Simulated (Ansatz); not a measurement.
Mulliken charges of `[OH][GeH2][S]` radical from ωB97M-V/def2-TZVPP in Ansatz (PBE0-D4/def2-TZVP geometry).

```tsv
atom	x (Å)	y (Å)	z (Å)	charge (e)
O1	-0.517	-1.347	0.003	-0.418
Ge2	0.357	0.192	0.138	0.407
S3	-1.003	1.929	0.105	-0.208
H4	-1.178	-1.335	-0.694	0.169
H5	1.287	0.407	-1.072	0.015
H6	1.096	0.089	1.474	0.035
```

Q: By hand: the dipole of these point charges (1 e Å = 4.8032 D).

A: Σ q r = (0.429, 0.024, -0.049) e Å, of length 0.432 e Å = 2.07 D.

Q: How does the dipole of the full density compare? (Estimate.)

A: Ansatz gave: (0.095, 0.024, -0.171) e Å, 0.95 D; the point charges give 2.18 times that, at 54° from its direction.

Point charges leave out the atoms' own dipoles, such as those of lone pairs, and Mulliken's split depends on the basis, so the two needn't agree.
